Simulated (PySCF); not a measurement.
Electron correlation in He (helium, neutral)

1s2, closed-shell 1S. Calculation: PySCF 2.14, in an even-tempered Gaussian basis (18 s from 0.09 bohr⁻², ratio 2.2; 7 p from 0.17 bohr⁻², ratio 2.4; 4 d from 0.52 bohr⁻², ratio 2.4; 4 f from 0.78 bohr⁻², ratio 2.4; 3 g from 1.2 bohr⁻², ratio 2.4); the spin-free X2C one-electron Hamiltonian (Gaussian nucleus). Frozen: nothing; 2 electrons correlated; the 21 highest virtual orbitals of each spin left out.

With two correlated electrons CCSD is exact within the correlated space (frozen core and kept virtual orbitals).

```
level  correlation energy (mhartree)
 CCSD                         -41.66
```

Diagnostics: T1 = 0.0014, D1 = 0.0020, largest double amplitude 0.027.

Cost of the coupled-cluster step: of the order of 5 core-seconds, for 2 correlated electrons.
